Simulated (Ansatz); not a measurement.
Basis-set series for CH7AlOSi, SMILES `[AlH2][O]C[SiH3]`. The species carries charge 0 and has multiplicity 1. All single points use the PBE0-D4/def2-TZVP geometry. It is one conformer, not always the lowest.

| functional | basis | functions | energy (Eh) | HOMO (eV) | LUMO (eV) |
| --- | --- | --- | --- | --- | --- |
| PBE0-D4 | def2-SVP | 99 | -648.84724 | -7.65 | -0.95 |
| PBE0-D4 | def2-QZVPP | 464 | -649.19608 | -7.68 | -1.14 |
| ωB97M-V | def2-SVP | 99 | -649.11339 | -9.91 | 0.76 |
| ωB97M-V | def2-QZVPP | 464 | -649.46716 | -9.99 | 0.24 |

(1) Give the rows for def2-TZVPP. (An estimate is asked.)

## Answers

(1) The calculation gave: 
```tsv
functional	basis	functions	energy (Eh)	HOMO (eV)	LUMO (eV)
PBE0-D4	def2-TZVPP	244	-649.17148	-7.67	-1.08
ωB97M-V	def2-TZVPP	244	-649.44391	-9.98	0.52
```

Positive LUMOs are unbound and depend on the basis.

Computed with Ansatz.
